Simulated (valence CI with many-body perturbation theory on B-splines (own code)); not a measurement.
## Basis-set convergence for Hf XXXIII

Calculated by configuration interaction combined with many-body perturbation theory (CI+MBPT): four valence electrons over a frozen Dirac-Fock core [Kr], radial functions for each j: 7 s, 7 p, 8 d, 6 f, 4 g, 1 h, with the one-electron correlation potential Σ1 (screened to all orders), the two-electron term Σ2, the three-electron term Σ3, Breit, model QED; selected single and double excitations, second order for the rest, scaled by the run's own slope (own B-spline code, finite nucleus).

The last digits are not significant, and no measured levels were compared; by estimate large intervals hold to a few tenths of a per cent, small ones and those within an open d or f shell to about a per cent. Only levels of the ground parity were solved; by the run's estimate the other parity begins above the list, which can be wrong where configurations are misplaced.

The reference run has the lowest level (4d3/2^4) J=0 and an ionisation energy of 1312.99 eV. Its largest variational space holds 18656 state functions.

Levels are named by their leading jj configuration (3d3/2^4 stands for four electrons in 3d with j = 3/2), which in mixed levels can hold well under half, so a name can repeat and another be missing. Letters in brackets count levels of one name in rising energy.

Changed runs:
A. basis 6 s, 6 p, 5 d, 5 f, 1 g
B. basis 5 s, 5 p, 4 d, 4 f

Excitation energies of the reference run in cm⁻¹, and shifts in cm⁻¹:

```csv
Level,Reference,A,B
(4d3/2^3 4d5/2) J=1,96988,-228,-492
(4d3/2^3 4d5/2) J=2,134835,-172,-56
(4d3/2^3 4d5/2) J=4,135056,-13,+261
(4d3/2^3 4d5/2) J=3,146436,-99,+213
(4d3/2^2 4d5/2^2) J=0 [a],221874,-193,-425
(4d3/2^2 4d5/2^2) J=2 [a],228473,-138,+160
(4d3/2^2 4d5/2^2) J=4 [a],230895,-214,-235
(4d3/2^2 4d5/2^2) J=3 [a],235304,-220,-77
(4d3/2^2 4d5/2^2) J=5,249896,-102,+265
(4d3/2^2 4d5/2^2) J=1,258599,-93,+395
(4d3/2^2 4d5/2^2) J=6,260437,-29,+486
(4d3/2^2 4d5/2^2) J=3 [b],272630,-40,+800
Ionisation energy (eV),1312.99,-0.07,-0.15
```
